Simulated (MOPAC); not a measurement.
Job for MOPAC: PM7 on BH2IO2 (SMILES OB(O)I), a point of a torsion scan.

```
PM7 1SCF PRECISE CHARGE=0 THREADS=1
BH2IO2

O      0.16437683 1     1.34826469 1    -0.17332668 1
B      0.01139439 1     0.02275216 1    -0.11544802 1
O     -0.96002742 1    -0.55090828 1     0.59386604 1
I      1.49831175 1    -1.18162129 1    -1.10173386 1
H      0.25249928 1     1.89853636 1     0.59828376 1
H     -1.06904772 1    -1.50151142 1     0.60405803 1
```

It printed:

```
*******************************************************************************
 **                                                                           **
 **                              MOPAC v23.2.5                                **
 **                                                                           **
 *******************************************************************************
 ** MOPAC's Digital Object Identifier: https://doi.org/10.5281/zenodo.6511958 **
 **                                                                           **
 ** Please cite the open-source release paper for use of this MOPAC version:  **
 ** J. E. Moussa and J. J. P. Stewart (2026)                                  **
 ** MOPAC: An open-source semiempirical molecular orbital program             **
 ** J. Open Source Softw., 11(119), 8025, https://doi.org/10.21105/joss.08025 **
 *******************************************************************************

                              PM7 CALCULATION RESULTS

 *******************************************************************************
 *  PM7        - The PM7 Hamiltonian to be used
 *
 *
 *
 *                 CHARGE ON SYSTEM = 0
 *
 *
 *
 *  PRECISE    - TIGHTER CRITERIA TO BE USED
 *  1SCF       - DO 1 SCF AND THEN STOP
 *  THREADS=1  - MULTI-THREADING NOT USED
 *  T=         - A TIME OF 172800.0 SECONDS REQUESTED
 *  DUMP=N     - RESTART FILE WRITTEN EVERY 7200.0 SECONDS REQUESTED
 *******************************************************************************
PM7 1SCF PRECISE CHARGE=0 THREADS=1
 BH2IO2

   ATOM   CHEMICAL          X               Y               Z
  NUMBER   SYMBOL      (ANGSTROMS)     (ANGSTROMS)     (ANGSTROMS)

     1       O          0.16437683  *   1.34826469  *  -0.17332668  *
     2       B          0.01139439  *   0.02275216  *  -0.11544802  *
     3       O         -0.96002742  *  -0.55090828  *   0.59386604  *
     4       I          1.49831175  *  -1.18162129  *  -1.10173386  *
     5       H          0.25249928  *   1.89853636  *   0.59828376  *
     6       H         -1.06904772  *  -1.50151142  *   0.60405803  *



          CARTESIAN COORDINATES

    NO.       ATOM           X           Y           Z

     1         O          0.1644      1.3483     -0.1733
     2         B          0.0114      0.0228     -0.1154
     3         O         -0.9600     -0.5509      0.5939
     4         I          1.4983     -1.1816     -1.1017
     5         H          0.2525      1.8985      0.5983
     6         H         -1.0690     -1.5015      0.6041

 General Reference for PM7:
 "Optimization of Parameters for Semiempirical Methods VI: More Modifications to the
 NDDO Approximations and Re-optimization of Parameters", J. J. P. Stewart, J. Mol. Mod., 1:32, 19 (2013)
 https://link.springer.com/article/10.1007/s00894-012-1667-x

           Empirical Formula: H2 O2 B I  =     6 atoms



      MOLECULAR POINT GROUP   :   C1


      RHF CALCULATION, NO. OF DOUBLY OCCUPIED LEVELS = 12


 -------------------------------------------------------------------------------
 PM7 1SCF PRECISE CHARGE=0 THREADS=1
 BH2IO2



     1SCF WAS SPECIFIED, SO BFGS WAS NOT USED
     SCF FIELD WAS ACHIEVED


                              PM7 CALCULATION
                                                       MOPAC v23.2.5 Linux




          FINAL HEAT OF FORMATION =       -135.81834 KCAL/MOL =    -568.26395 KJ/MOL


          COSMO AREA              =        109.94 SQUARE ANGSTROMS
          COSMO VOLUME            =         95.91 CUBIC ANGSTROMS

          IONIZATION POTENTIAL    =          9.200448 EV
          HOMO LUMO ENERGIES (EV) =         -9.200 -0.843
          NO. OF FILLED LEVELS    =         12
          MOLECULAR WEIGHT        =        171.7291         POINT GROUP:  C1

          MOLECULAR DIMENSIONS (Angstroms)

            Atom       Atom       Distance
            H     5    I     4     3.73222
            H     6    O     1     2.78051
            O     3    I     4     0.58263


          SCF CALCULATIONS        =          1





   ATOM   CHEMICAL          X               Y               Z
  NUMBER   SYMBOL      (ANGSTROMS)     (ANGSTROMS)     (ANGSTROMS)

     1       O          0.16437683  *   1.34826469  *  -0.17332668  *
     2       B          0.01139439  *   0.02275216  *  -0.11544802  *
     3       O         -0.96002742  *  -0.55090828  *   0.59386604  *
     4       I          1.49831175  *  -1.18162129  *  -1.10173386  *
     5       H          0.25249928  *   1.89853636  *   0.59828376  *
     6       H         -1.06904772  *  -1.50151142  *   0.60405803  *

                             CARTESIAN COORDINATES

   1    O        0.164376830     1.348264690    -0.173326680
   2    B        0.011394390     0.022752160    -0.115448020
   3    O       -0.960027420    -0.550908280     0.593866040
   4    I        1.498311750    -1.181621290    -1.101733860
   5    H        0.252499280     1.898536360     0.598283760
   6    H       -1.069047720    -1.501511420     0.604058030


           Empirical Formula: H2 O2 B I  =     6 atoms



      MOLECULAR POINT GROUP   :   C1


                  EIGENVALUES
 -30.57532 -29.95639 -23.67456 -19.56564 -18.50246 -14.94481 -14.73290 -13.45104
 -13.02638 -10.43469  -9.26686  -9.20045  -0.84307   1.12120   2.04789   2.42242
   5.13934   5.77840 124.66095 124.69184 124.81313 124.82343 124.85608


              NET ATOMIC CHARGES AND DIPOLE CONTRIBUTIONS

  ATOM NO.   TYPE          CHARGE      No. of ELECS.   s-Pop       p-Pop       d-Pop
    1          O          -0.583314        6.5833     1.71357     4.86974
    2          B           0.581076        2.4189     0.67218     1.74674
    3          O          -0.547786        6.5478     1.73383     4.81396
    4          I          -0.195794        7.1958     1.87743     5.31413     0.00424
    5          H           0.380714        0.6193     0.61929
    6          H           0.365105        0.6349     0.63490
 DIPOLE           X         Y         Z       TOTAL
 POINT-CHG.    -0.725    -0.315     1.790     1.957
 HYBRID        -0.746     0.523     0.555     1.067
 SUM           -1.471     0.209     2.346     2.777


          ATOMIC ORBITAL ELECTRON POPULATIONS

     Atom    s        px        py        pz      x^2-y^2     xz        z^2       yz        xy
    1  O   1.71357   1.87217   1.44978   1.54780
    2  B   0.67218   0.59153   0.64017   0.51505
    3  O   1.73383   1.67408   1.41444   1.72544
    4  I   1.87743   1.68666   1.79126   1.83621   0.00077   0.00115   0.00042   0.00067   0.00122
    5  H   0.61929
    6  H   0.63490

 **********************
 *                    *
 * JOB ENDED NORMALLY *
 *                    *
 **********************




 == MOPAC DONE ==
```

The run finished.

Cost: very roughly 0.020 core-seconds.
